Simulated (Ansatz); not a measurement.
Compare A (`BNC=C`) with its isomer B (`BCC=N`).

Gas-phase electronic energies from Ansatz, PBE0-D4/def2-TZVP geometries. CCSD(T)/CBS adds triple-zeta CCSD(T) − MP2 to the extrapolated MP2 energy (def2 sets, frozen cores). DFT in def2-TZVPP. B3LYP here is the variant with VWN-RPA as its local correlation; programs differ in this. One conformer a species, not always the lowest.

Question: Which is lower in electronic energy at CCSD(T)/CBS, and by how much? (An estimate is asked.)

Answer: Ansatz gave: A, by 33.5 kcal/mol.

Question: Give E(B) − E(A) in kcal/mol with B2PLYP, CCSD(T)/def2-TZVPP, r2SCAN-D4, CCSD(T)/def2-SVP, PBE-D4, B3LYP, B3LYP-D4. (Estimate.)

Answer: Ansatz gave: B2PLYP 34.4, CCSD(T)/def2-TZVPP 33.0, r2SCAN-D4 34.2, CCSD(T)/def2-SVP 35.2, PBE-D4 34.1, B3LYP 34.9, B3LYP-D4 34.9. None reverses the order clearly.

Question: Does the order hold for the free energy at 298.15 K (harmonic terms from PBE0-D4)? (Estimate.)

Answer: The calculation gave: Yes: G(B) − G(A) = +31.2 kcal/mol, for one conformer each.

Largest T1 diagnostic: 0.013.

At CCSD(T), def2-SVP lies +1.7 kcal/mol from the extrapolated value and def2-TZVPP −0.5 kcal/mol. Leaving LDA and LC-ωPBE aside and taking each functional with its dispersion term where it has one, the values, not all of them listed here, spread over 2.9 kcal/mol, from ωB97X-V to CAM-B3LYP-D4. LDA lies +3.9 kcal/mol from PBE without D4.
